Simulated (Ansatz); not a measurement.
Computed with Ansatz on PBE0-D4/def2-TZVP structures; ΔE is electronic, products minus reactants. CCSD(T)/CBS adds triple-zeta CCSD(T) − MP2 to the extrapolated MP2 energy (def2 sets, frozen cores). Functionals use def2-TZVPP. B3LYP here is the variant with VWN-RPA as its local correlation; programs differ in this. HSE06 is defined as in plane-wave codes. Elements past krypton have def2 core potentials. For Hf, In, Se outer-core shells are correlated without core-valence functions, which leaves a few kJ/mol of doubt a bond. Scalar relativity is left out up to krypton. Each species was taken in one conformer, which may not be the lowest.

Consider the redistribution: `[Cl][Hf]([Cl])([Cl])[SeH]` + `[F][In]([F])[O][SiH3]` → `[SiH3][O][Hf]([Cl])([Cl])[Cl]` + `[F][In]([F])[SeH]`.

`[Cl][Hf]([Cl])([Cl])[SeH]`:

```xyz
6

Cl   -1.184    1.695   -1.265
Hf   -0.521   -0.129    0.011
Cl   -0.285   -1.967   -1.389
Cl   -2.000   -0.551    1.742
Se    1.715    0.382    1.127
H     2.274    0.570   -0.226
```

`[F][In]([F])[O][SiH3]`:

Cartesian coordinates in Å:
```
F -1.304 2.489 -0.590
In -1.469 0.944 0.552
F -2.961 0.920 1.762
O -0.192 -0.518 0.490
Si 1.168 -0.871 -0.362
H 2.177 0.215 -0.226
H 0.856 -1.043 -1.807
H 1.724 -2.135 0.180
```

`[SiH3][O][Hf]([Cl])([Cl])[Cl]`:

Cartesian coordinates in Å:
```
Si -1.537 -0.128 -1.018
O -0.163 -0.014 -0.110
Hf 1.416 0.118 0.937
Cl 0.839 -0.172 3.180
Cl 2.898 -1.550 0.252
Cl 2.351 2.231 0.600
H -1.894 1.221 -1.517
H -2.628 -0.663 -0.167
H -1.283 -1.043 -2.157
```

`[F][In]([F])[SeH]`:

Cartesian coordinates in Å:
```
F -1.073 0.612 -1.684
In -0.616 -0.049 0.076
F -2.196 -0.490 1.097
Se 1.689 -0.291 0.897
H 2.196 0.217 -0.386
```

Problem. Is it downhill or uphill in electronic energy at CCSD(T)/CBS, and by how much? (An estimate is asked.)

Solution. The calculation gave: Downhill: ΔE = -1.57 eV.

Problem. What do these levels give: LDA (SPW92), ωB97X-V, B2PLYP, PBE-QIDH, PBE, revPBE, r2SCAN, PBE0, B3LYP, HSE06, LC-ωPBE, HF/CBS(def2)? (Estimate.)

Solution. Computed: LDA (SPW92) -1.67, ωB97X-V -1.67, B2PLYP -1.65, PBE-QIDH -1.61, PBE -1.63, revPBE -1.63, r2SCAN -1.64, PBE0 -1.66, B3LYP -1.72, HSE06 -1.66, LC-ωPBE -1.67, HF/CBS(def2) -1.74 eV.

Largest T1 diagnostic among the species: 0.017.

In def2-TZVPP, CCSD(T) changes the Hartree–Fock value by +0.16 eV (the triples alone add +0.05 eV) and MP2 by +0.20 eV. Leaving LDA and LC-ωPBE aside and taking each functional with its dispersion term where it has one, the values, not all of them listed here, spread over 0.12 eV, from CAM-B3LYP-D4 to PBE-QIDH. LDA lies −0.03 eV from PBE without D4. At CCSD(T), def2-SVP lies −0.14 eV from the extrapolated value and def2-TZVPP −0.03 eV.
